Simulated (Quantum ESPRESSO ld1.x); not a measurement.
The manganese ion Mn+, 24 electrons, occupied as [Ar] 3d6 (not the ground configuration). Method: scalar-relativistic Kohn-Sham, LDA (Slater exchange, VWN5 correlation), spin-polarised, spherical densities, point nucleus; open shells are filled with parallel spins first; computed with ld1.x of Quantum ESPRESSO 7.5.

Normalised radial functions P(r) = r R(r), r in bohr:

r,3s up
0.006252,0.1545
0.007106,0.1713
0.008012,0.1882
0.009106,0.2073
0.01035,0.2273
0.01176,0.2481
0.01326,0.2679
0.01507,0.2888
0.01713,0.3090
0.01947,0.3276
0.02195,0.3425
0.02495,0.3547
0.02836,0.3615
0.03223,0.3611
0.03663,0.3517
0.0413,0.3328
0.04694,0.3001
0.05335,0.2527
0.06064,0.1893
0.06837,0.1147
0.0777,0.0198
0.08831,-0.0889
0.1004,-0.2072
0.1132,-0.3212
0.1286,-0.4376
0.1462,-0.5380
0.1661,-0.6098
0.1873,-0.6396
0.2129,-0.6200
0.242,-0.5390
0.275,-0.3932
0.3101,-0.2010
0.3524,0.0515
0.4006,0.3326
0.4553,0.6149
0.5174,0.8677
0.5834,1.0521
0.6631,1.1718
0.7536,1.2022
0.8565,1.1467
0.9657,1.0312
1.098,0.8633
1.247,0.6762
1.418,0.4945
1.599,0.3453
1.817,0.2183
2.065,0.1268
2.347,0.0671
2.646,0.0336
3.008,0.0144
3.418,0.0054
3.885,0.0017
4.38,0.0005
4.978,0.0001
5.658,0.0000

3s up: eigenvalue -89.795 eV, 2 radial nodes at r = 0.0796, 0.344 bohr, <r> = 0.858 bohr, 90 % of the charge inside 1.29 bohr.
